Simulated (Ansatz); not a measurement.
C10H22S (`CCCCCCCCCCS`), relaxed with RKS PBE0-D4/def2-TZVP in Ansatz from a GFN2-xTB geometry. The force threshold is 0.005 eV/Å; the program also tests the step.

Total charge 0; spin multiplicity 1.

Start:

```xyz
33

C    -2.223    2.391   -2.925
C    -1.456    3.292   -1.964
C    -0.729    2.516   -0.864
C     0.422    1.664   -1.397
C     1.290    1.065   -0.290
C     0.548    0.046    0.574
C     1.500   -0.667    1.533
C     0.790   -1.573    2.540
C    -0.066   -2.681    1.922
C     0.744   -3.634    1.059
S    -0.286   -4.983    0.379
H    -2.776    2.990   -3.644
H    -2.930    1.770   -2.381
H    -1.547    1.743   -3.475
H    -0.731    3.887   -2.525
H    -2.158    3.986   -1.495
H    -1.450    1.881   -0.346
H    -0.330    3.229   -0.138
H     1.053    2.289   -2.034
H     0.027    0.854   -2.013
H     1.674    1.868    0.345
H     2.149    0.572   -0.751
H    -0.229    0.549    1.152
H     0.065   -0.682   -0.080
H     2.226   -1.247    0.960
H     2.061    0.085    2.094
H     0.142   -0.959    3.171
H     1.543   -2.029    3.188
H    -0.533   -3.247    2.734
H    -0.868   -2.247    1.324
H     1.143   -3.134    0.178
H     1.565   -4.085    1.618
H    -0.629   -5.510    1.553
```

```csv
step,energy (eV),largest force (eV/Å),largest move (Å)
1,-21553.0446,0.553,0.000
2,-21553.0771,0.270,0.038
3,-21553.0841,0.094,0.025
4,-21553.0851,0.022,0.024
5,-21553.0853,0.018,0.016
6,-21553.0854,0.012,0.015
7,-21553.0854,0.003,0.011
8,-21553.0855,0.006,0.010
9,-21553.0855,0.007,0.017
10,-21553.0855,0.005,0.020
11,-21553.0855,0.004,0.008
```

End:

```xyz
33

C    -2.239    2.402   -2.899
C    -1.455    3.299   -1.953
C    -0.689    2.543   -0.875
C     0.421    1.652   -1.413
C     1.286    1.017   -0.333
C     0.548    0.037    0.567
C     1.467   -0.654    1.560
C     0.752   -1.564    2.552
C    -0.065   -2.690    1.927
C     0.767   -3.638    1.085
S    -0.183   -4.976    0.320
H    -2.819    2.991   -3.613
H    -2.938    1.768   -2.346
H    -1.582    1.746   -3.474
H    -0.753    3.914   -2.529
H    -2.145    4.000   -1.471
H    -1.398    1.946   -0.290
H    -0.250    3.265   -0.176
H     1.059    2.249   -2.075
H    -0.006    0.859   -2.037
H     1.735    1.805    0.284
H     2.123    0.492   -0.809
H    -0.246    0.556    1.116
H     0.043   -0.707   -0.061
H     2.231   -1.219    1.013
H     2.017    0.109    2.124
H     0.083   -0.957    3.172
H     1.491   -1.995    3.237
H    -0.551   -3.261    2.726
H    -0.874   -2.285    1.312
H     1.215   -3.117    0.235
H     1.590   -4.063    1.666
H    -0.635   -5.524    1.460
```

It took 16 s on 11 threads of an AMD EPYC 7R13 on a shared host and a whole NVIDIA H100 80 GB, with 1.3 GiB of host memory at the peak.
